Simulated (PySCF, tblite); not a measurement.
Species: C2H9N2Si (doublet state).
Bonds: N1–C2, C2–C3, C3–N4, N4–Si5. Hydrogens: H6 on N1; H7, H8 on C2; H9, H10 on C3; H11 on N4; H12, H13, H14 on Si5.

The geometry is computed with GFN2-xTB (gas phase). This method treats the open shell by occupation alone, without spin polarisation.

(1) List the bond lengths, angles and torsions at this level.

Results:

(1) 
```csv
bond,length (Å)
N1–C2,1.383
C2–C3,1.592
C3–N4,1.414
N4–Si5,1.730
N1–H6,1.019
"C2–H7, C2–H8",1.099
"C3–H9, C3–H10",1.093
N4–H11,1.010
"Si5–H12, Si5–H13, Si5–H14",1.464
```

Bonds in one row agree within 0.01 Å and their mean is given. A selection of angles:
```csv
angle,degrees
C2–N1–H6,111.2
N1–C2–C3,112.4
N1–C2–H7,114.5
N1–C2–H8,109.1
C3–C2–H7,103.9
C3–C2–H8,106.5
H7–C2–H8,110.0
C2–C3–N4,112.8
C2–C3–H9,107.3
N4–C3–H9,109.1
N4–C3–H10,110.6
H9–C3–H10,109.6
C3–N4–Si5,124.1
C3–N4–H11,111.5
Si5–N4–H11,117.2
N4–Si5–H12,115.4
N4–Si5–H13,104.7
N4–Si5–H14,103.3
H12–Si5–H13,109.1
H12–Si5–H14,110.8
H13–Si5–H14,113.4
```

Torsions: N1–C2–C3–N4 66° (synclinal); C2–C3–N4–Si5 82° (synclinal); H6–N1–C2–C3 75° (synclinal). The mirror-image conformer, all signs reversed, is as good.

N4 (nitrogen bonded to C, Si and H) has angles 124.1°, 117.2° and 111.5°, sum 352.9°, 0.21 Å off the plane of its three neighbours. Of the pairs four or more bonds apart, Si5···H8 is among the closest relative to their van der Waals radii: 3.17 Å, 96 % of the sum of Bondi's values. Si5 (silicon bonded to N and 3 H) is distorted tetrahedral (angles from 103.3° to 115.4°). N1 (nitrogen bonded to C and H) is bent (angle 111.2°). The C–N distances run from 1.383 Å (N1–C2, drawn single) to 1.414 Å (C3–N4, drawn single), a spread of 0.031 Å.

Point group: C1 (no symmetry element, even within 0.4 Å). Its GFN2-xTB frequencies are all real (lowest 64 cm⁻¹). Torsions: H–N1–C2–C3 75°, N1–C2–C3–N4 66°, C2–C3–N4–Si5 82°.
